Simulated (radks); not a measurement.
Q: Radial electron density D(r) = 4 pi r^2 rho(r) of an atom or ion with 54 electrons. Calculated with a radial shooting solver on a logarithmic mesh with Libxc functionals: non-relativistic Kohn-Sham, r2SCAN, spin-polarised, spherical densities, point nucleus; meta-GGA in the generalised Kohn-Sham scheme.

```
   r/bohr * D(r) (the largest magnitude, 91.8, reaches the edge; | marks zero)
 0.001205 |*
 0.001607 | *
 0.002127 |  *
 0.002814 |    *
 0.003753 |       *
 0.004966 |            *
 0.006623 |                  *
 0.008763 |                         *
  0.01159 |                                 *
  0.01546 |                                       *
  0.02046 |                                         *
  0.02707 |                                       *
  0.03611 |                                    *
  0.04778 |                                       *
  0.06321 |                                                *
  0.08431 |                                                      *
   0.1116 |                                                *
   0.1488 |                                        *
   0.1969 |                                           *
   0.2605 |                                            *
   0.3474 |                            *
   0.4597 |               *
   0.6082 |                 *
   0.8112 |               *
    1.073 |       *
     1.42 |   *
    1.894 |  *
    2.506 | *
    3.343 *
    4.423 *
    5.852 *
```

What is the nuclear charge?

A: Z = 55. The innermost maximum, from 1s, lies near 1/Z = 0.0182 bohr (found: 0.0201), and its height grows with Z. The density is that of the caesium ion Cs+ in [Xe]; the configuration itself is not fixed sharply by these data, and Z only to a few units. D(r) has 4 maxima, at r = 0.0201, 0.0850, 0.235, 0.664 bohr, and minima at 0.0376, 0.157, 0.482 bohr, inside which lie 2.00, 11.37, 28.94 electrons.
